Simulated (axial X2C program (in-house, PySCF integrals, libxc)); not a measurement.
# Outer orbitals of WBr⁻ at 2.518 Å, PBE0

Calculated with an axial X2C code built on PySCF integrals. Spin-free means the one-electron spin-free X2C Hamiltonian; two-component (2c) means X2C with spin–orbit coupling and atomic mean-field two-electron Coulomb and Gaunt terms, so the difference of the two also holds small scalar two-electron terms. Basis: W dyall-acv3z [14s15p10d7f4g], Br dyall-acv3z [9s10p7d5f1g] (cores contracted in-house); Gaussian nuclei, density fitting, unrestricted open shells. Masses: W 183.951 u, Br 78.918 u.

The distance is close to the 2c PBE0 minimum; the highest filled and lowest empty levels are listed.

Spin-free orbitals, state M_S = 2, Λ = 0 (beyond evenly filled blocks: π+α, π-α, δ+α, δ-α) (Löwdin shares):

```csv
symmetry,occupied,ε (eV),atomic character
σβ,yes,-31.30,100% W f
π-β,yes,-31.24,100% W f
π+β,yes,-31.24,100% W f
δ+β,yes,-31.11,100% W f
δ-β,yes,-31.11,100% W f
φ-β,yes,-31.10,100% W f
φ+β,yes,-31.10,100% W f
σβ,yes,-16.80,"78% Br s, 7% W d, 6% W p"
σα,yes,-16.80,"77% Br s, 8% W d, 6% W p"
σα,yes,-5.10,"76% Br p, 9% W s, 9% W d"
σβ,yes,-4.90,"81% Br p, 8% W d, 6% W s"
π-α,yes,-4.05,"74% Br p, 18% W d, 4% W f"
π+α,yes,-4.05,"74% Br p, 18% W d, 4% W f"
π+β,yes,-3.75,"83% Br p, 8% W d, 5% W f"
π-β,yes,-3.75,"83% Br p, 8% W d, 5% W f"
σα,yes,-1.50,"55% W s, 28% W d, 7% Br p"
δ-α,yes,-1.04,99% W d
δ+α,yes,-1.04,99% W d
π+α,yes,-0.89,"79% W d, 11% Br p, 3% Br d"
π-α,yes,-0.89,"79% W d, 11% Br p, 3% Br d"
σβ,yes,0.17,"68% W s, 18% W p, 6% Br p"
σβ,no,1.87,97% W p
π-β,no,1.90,99% W p
π+β,no,1.90,99% W p
σα,no,2.02,"93% W p, 4% W d, 2% W s"
```

The highest filled level is positive, so this functional does not bind it, and the empty levels of an anion are set by the basis.

Spinors with spin–orbit coupling (state Ω = 2):

```csv
ω,occupied,ε (eV),atomic character,λ mixture
7/2,yes,-30.59,100% W f,100% φ
5/2,yes,-30.58,100% W f,"79% δ, 21% φ"
1/2,yes,-30.55,100% W f,"51% π, 49% σ"
3/2,yes,-30.54,100% W f,"61% π, 39% δ"
-1/2,yes,-30.52,100% W f,"63% σ, 37% π"
-3/2,yes,-30.43,100% W f,"76% π, 24% δ"
-5/2,yes,-30.28,100% W f,"89% δ, 11% φ"
-7/2,yes,-30.23,100% W f,100% φ
-1/2,yes,-16.82,"78% Br s, 7% W d, 6% W p",100% σ
1/2,yes,-16.81,"77% Br s, 8% W d, 6% W p",100% σ
1/2,yes,-5.13,"77% Br p, 9% W d, 9% W s","98% σ, 2% π"
-1/2,yes,-4.95,"81% Br p, 8% W d, 6% W s","97% σ, 3% π"
-1/2,yes,-4.19,"74% Br p, 18% W d, 4% W f","97% π, 3% σ"
3/2,yes,-3.91,"74% Br p, 18% W d, 4% W f",100% π
1/2,yes,-3.89,"82% Br p, 8% W d, 5% W f","98% π, 2% σ"
-3/2,yes,-3.60,"82% Br p, 8% W d, 5% W f",100% π
1/2,yes,-1.49,"55% W s, 28% W d, 7% Br p",100% σ
-3/2,yes,-1.31,99% W d,"99% δ, 1% π"
-1/2,yes,-1.05,"79% W d, 11% Br p, 3% Br d","98% π, 2% σ"
3/2,yes,-0.73,"79% W d, 11% Br p, 4% Br d","99% π, 1% δ"
5/2,yes,-0.73,99% W d,100% δ
-1/2,yes,0.17,"68% W s, 18% W p, 6% Br p","99% σ, 1% π"
-1/2,no,1.88,97% W p,100% σ
1/2,no,1.90,99% W p,100% π
-3/2,no,1.91,99% W p,100% π
1/2,no,2.03,"94% W p, 3% W d, 2% W s",100% σ
```

The highest filled level is positive, so this functional does not bind it, and the empty levels of an anion are set by the basis.

Mulliken charges and populations of the two-component result (they depend on the basis, above all on diffuse functions):

W -0.62 e (s 11.75 p 24.33 d 24.49 f 14.03 g 0.01), Br -0.38 e (s 7.92 p 17.41 d 10.04 f 0.01). ⟨Lz⟩ = 0.04 ħ and ⟨Sz⟩ = 1.96 ħ (1.97 and -0.01 on the two atoms), which add up to Ω.

Occupations by symmetry block were frozen at the best pattern of an incomplete PBE0 search. Density functionals use the spin component along the axis (collinear). Other states lie close and PBE0, whose exact exchange favours high spin, may order them wrongly; the determinant shown need not be the ground state. The nearest other spin-free determinant of the search, M_S = 3, Λ = 0, lies 0.03 eV up at the distance of the search. With several unpaired electrons one determinant need not be a pure state. Open-shell Ω = 0 determinants with evenly filled partner blocks cannot be reached by this program, so the Ω shown need not be the lowest component. The highest occupied level of some functionals is positive through self-interaction error; at Hartree–Fock it is bound. The determinant is spin-polarised beyond a pure state at some levels (its spin-free form has ⟨S²⟩ too high), which makes Re and μ there less reliable.
